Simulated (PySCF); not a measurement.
# Telling isomers of C₃H₁₂NPSi₂ apart by NMR

Method: PBE0/pcSseg-1 with gauge-including orbitals, structure optimised with GFN2-xTB, in PySCF (gas phase, non-relativistic Hamiltonian, averaged over atoms made equivalent by symmetry, fast rotation or ring inversion, a single conformation).

Referencing at the same level of theory: TMS for 1H and 13C. Splittings of carbon signals by F and P are missing where no couplings were computed. Where no couplings were computed, multiplicities follow the n + 1 count of equivalent neighbours, and m marks all less simple cases (inequivalent or close neighbours, rings, F or P nearby). Shifts are as computed. Against solution values, carbons near 30 ppm lie about +3 ppm off and those near 130 ppm about +5 ppm. Of 1309 compounds with measured shifts, 239 miss one by over three times the rms of a fit or turn the order of signals round; such compounds aren't used in these exercises. OH and NH positions are gas-phase values without hydrogen bonding to other molecules.

(1) Tabulate the signals of `C=C[SiH2][Si@](C)(N)P`, `P[Si@H]1CCCN[SiH2]1` and their relative energies.

(2) What is the quickest way to tell C=C[SiH2][Si@](C)(N)P from P[Si@H]1CCCN[SiH2]1?

Results:

(1) 
| SMILES | carbon types | δC | δH | E rel. (kcal/mol) |
| --- | --- | --- | --- | --- |
| C=C[SiH2][Si@](C)(N)P | 1×CH 1×CH2 1×CH3 | 142.4, 139.1, 1.8 | 6.52 (m, 1H), 6.39 (m, 1H), 6.18 (m, 1H), 4.34 (m, 1H), 3.99 (m, 1H), 0.92 (m, 2H), 0.41 (m, 3H), 0.15 (br s, 2H) | 2.1 |
| P[Si@H]1CCCN[SiH2]1 | 3×CH2 | 49.6, 34.2, 19.9 | 5.24 (m, 1H), 5.00 (m, 1H), 4.60 (m, 1H), 3.25 (m, 1H), 2.51 (m, 1H), 1.90 (m, 1H), 1.70 (m, 1H), 1.11 (m, 1H), 1.10 (m, 1H), 0.92 (m, 2H), -0.18 (br s, 1H) | 0.0 |

Energies are electronic energies at PBE0/pcSseg-1 on these geometries, without zero-point or thermal terms, each for the one conformer computed, which needn't be the lowest.

(2) Both give the same number of carbon signals, but DEPT or the intensities differ. The first has a terminal =CH2 carbon at 142.4 ppm, the second an sp3 CH2 bonded to N at 49.6 ppm. In the proton spectra the most deshielded non-exchanging signals are 6.52 (m, 1H) and 5.24 (m, 1H).
